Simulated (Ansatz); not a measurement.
Ca2O2, relaxed as a triplet with UKS PBE0-D4/def2-TZVP in Ansatz, starting from the PBE0-D4/def2-TZVP geometry of the neutral singlet. Force threshold 0.02 eV/Å.

At PBE0-D4/def2-TZVP a singlet of charge 0 lies 1.82 eV below the triplet, each at its own geometry. The structure comes from a short search, and lower isomers may exist.

Start:

```xyz
4

Ca   -1.039   -0.947    0.446
Ca    1.034    0.952   -0.448
O     0.073    0.530    1.294
O    -0.067   -0.535   -1.292
```

```csv
step,energy (eV),largest force component (eV/Å),SCF passes
1,-40958.4787,2.876,61
2,-40959.1008,0.467,33
3,-40959.1252,0.193,26
4,-40959.1253,0.260,28
5,-40959.1288,0.008,26
```

Force components are those of the run's own axes.

End:

```xyz
4

Ca   -1.191   -1.087    0.512
Ca    1.186    1.091   -0.513
O     0.063    0.457    1.116
O    -0.058   -0.461   -1.114
```

By distances, no bond broke or formed. The bond that changes most is Ca1–O4, from 2.03 to 2.08 Å (atoms count from 1).

No frequencies were taken in this run, so the end may be a saddle point.

Hardware: 4 threads of Intel Xeon 6975P-C on a shared host. Wall time 9 s.
